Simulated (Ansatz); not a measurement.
## What each rung costs, and what it gives

Saddle point of BHBrF3, closed shell (BBrF₂ ([F][B]([F])[Br]) + HF → BF₃ ([F][B]([F])[F]) + HBr; bonds formed: B1–F6, Br2–H5; bonds broken: B1–Br2, H5–F6), PBE0-D4/def2-TZVP structure:

```xyz
6
angstrom
B -0.4759 -0.1247 -0.2233
Br 0.4683 0.1743 1.7482
F -0.7897 -1.3903 -0.4065
F -1.3380 0.8364 -0.4816
H 1.2501 0.3152 0.2188
F 0.8852 0.1891 -0.8556
```

Barriers are electronic and count from the start structure reached by relaxing down the imaginary mode.

Computed with Ansatz 0.2.0 (basis: as named in each row); correlated methods freeze the cores. Filled d shells of the heavier atoms are correlated. The def2 sets are not built for correlating such inner shells, so the correlated values are less sure here. B3LYP uses VWN-RPA correlation. Extrapolation: Hartree–Fock as exp(−7.88 √X), correlation as X^−2.97.

Times are rough, for one single point on 4 threads of a shared host (Arm Neoverse V2).

The estimate by CCSD(T) at an estimated basis limit (MP2 extrapolated from triple and quadruple zeta, plus CCSD(T) − MP2 in triple zeta) is 66.6 kJ/mol.

| method | basis | time (s) | barrier (kJ/mol) | method less estimate |
| --- | --- | --- | --- | --- |
| HF | STO-3G | under 1 | 22.0 | -44.5 |
| PBE-D4 | STO-3G | under 1 | -121.0 | -187.5 |
| SPW92 | def2-SVP | under 1 | -29.1 | -95.7 |
| PBE-D4 | def2-SVP | under 1 | 12.3 | -54.3 |
| B3LYP-D4 | 6-31G | under 1 | 46.9 | -19.6 |
| SPW92 | def2-TZVPP | under 1 | -1.0 | -67.5 |
| PBE0-D4 | def2-SVP | under 1 | 30.8 | -35.7 |
| PBE-D4 | def2-TZVPP | 1 | 36.9 | -29.6 |
| BLYP-D4 | def2-TZVPP | 1 | 52.3 | -14.2 |
| PBE0-D4 | def2-TZVPP | 2 | 48.7 | -17.8 |
| BHLYP-D4 | def2-TZVPP | 2 | 72.9 | 6.3 |
| B3LYP-D4 | def2-TZVPP | 2 | 59.3 | -7.3 |
| CCSD(T) | def2-SVP | 2 | 66.4 | -0.1 |
| CAM-B3LYP-D4 | def2-TZVPP | 2 | 56.5 | -10.0 |
| r2SCAN-D4 | def2-TZVPP | 2 | 41.3 | -25.3 |
| RPA on PBE | def2-TZVPP | 3 | 62.6 | -4.0 |
| B2PLYP | def2-TZVPP | 3 | 62.0 | -4.6 |
| wB97M-V | def2-SVP | 3 | 34.3 | -32.3 |
| r2SCAN0-D4 | def2-TZVPP | 3 | 50.2 | -16.4 |
| PBE-QIDH | def2-TZVPP | 3 | 57.0 | -9.6 |
| B97M-V | def2-TZVPP | 4 | 60.9 | -5.7 |
| wB97X-V | def2-TZVPP | 4 | 59.6 | -7.0 |
| wB97M-V | def2-TZVPP | 5 | 55.7 | -10.9 |
| MP2 | def2-QZVPP | 10 | 61.8 | -4.8 |
| CCSD(T) | def2-TZVPP | 25 | 64.9 | -1.6 |

All methods are single points on the PBE0-D4 structures; a negative value means that the method puts the saddle structure below the start.

T1 diagnostic: at most 0.011.

Labels in which every atom is bracketed show which atoms are joined, not bond orders.
